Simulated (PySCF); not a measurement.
Isomers of C6H14ClFSi, mass 168.054 u with the commonest isotopes. Computed with PBE0/pcSseg-1 in PySCF (dipole) on a GFN2-xTB geometry, gas phase. One conformer each, none proved a minimum here; rigid rotors.

Question: Order these by radius of gyration √(Σ m r²/M), smallest first.
A. `[CH3:1][CH2:2][C@@H:3]([F:4])[CH2:5][C@H:6]([CH3:7])[SiH2:8][Cl:9]` with C1–C2–C3–F4 63°, C2–C3–C5–C6 171°, C3–C5–C6–C7 -178°, C5–C6–Si8–Cl9 164°
B. `[CH3:1][SiH2:2][C@@H:3]([Cl:4])[C@@H:5]([CH3:6])[C@H:7]([CH3:8])[F:9]` with C1–Si2–C3–Cl4 65°, Si2–C3–C5–C6 -52°, C3–C5–C7–C8 171°
C. `[CH3:1][SiH2:2][C@@H:3]([Cl:4])[C@H:5]([CH3:6])[C@@H:7]([CH3:8])[F:9]` with C1–Si2–C3–Cl4 70°, Si2–C3–C5–C6 -65°, C3–C5–C7–C8 178°

Answer: B (2.358 Å), C (2.387 Å), A (2.670 Å).

Question: Order these by dipole moment, smallest first.
A. `[CH3:1][SiH2:2][C@@H:3]([Cl:4])[C@@H:5]([CH3:6])[C@H:7]([CH3:8])[F:9]` with C1–Si2–C3–Cl4 65°, Si2–C3–C5–C6 -52°, C3–C5–C7–C8 171°
B. `[CH3:1][CH2:2][C@@H:3]([F:4])[CH2:5][C@H:6]([CH3:7])[SiH2:8][Cl:9]` with C1–C2–C3–F4 63°, C2–C3–C5–C6 171°, C3–C5–C6–C7 -178°, C5–C6–Si8–Cl9 164°
C. `[CH3:1][SiH2:2][C@@H:3]([Cl:4])[C@H:5]([CH3:6])[C@@H:7]([CH3:8])[F:9]` with C1–Si2–C3–Cl4 70°, Si2–C3–C5–C6 -65°, C3–C5–C7–C8 178°

Answer: C (1.67 D), A (1.98 D), B (3.51 D).

Question: Order these by rotational constant B, smallest first.
A. `[CH3:1][CH2:2][C@@H:3]([F:4])[CH2:5][C@H:6]([CH3:7])[SiH2:8][Cl:9]` with C1–C2–C3–F4 63°, C2–C3–C5–C6 171°, C3–C5–C6–C7 -178°, C5–C6–Si8–Cl9 164°
B. `[CH3:1][SiH2:2][C@@H:3]([Cl:4])[C@@H:5]([CH3:6])[C@H:7]([CH3:8])[F:9]` with C1–Si2–C3–Cl4 65°, Si2–C3–C5–C6 -52°, C3–C5–C7–C8 171°
C. `[CH3:1][SiH2:2][C@@H:3]([Cl:4])[C@H:5]([CH3:6])[C@@H:7]([CH3:8])[F:9]` with C1–Si2–C3–Cl4 70°, Si2–C3–C5–C6 -65°, C3–C5–C7–C8 178°

Answer: A (494.5 MHz), C (626.6 MHz), B (712.8 MHz).

```
                             SMILES  point group  Ia (u·Å²)  Ib (u·Å²)  Ic (u·Å²)      κ  μa (D)  μb (D)  μc (D)
       CC[C@@H](F)C[C@H](C)[SiH2]Cl           C1     199.12    1022.10    1174.67  -0.94    2.87    1.96    0.51
C[SiH2][C@@H](Cl)[C@@H](C)[C@H](C)F           C1     335.65     708.97     824.53  -0.78    1.09    0.63    1.52
C[SiH2][C@@H](Cl)[C@H](C)[C@@H](C)F           C1     290.52     806.56     818.69  -0.98    0.14    1.16    1.18
```
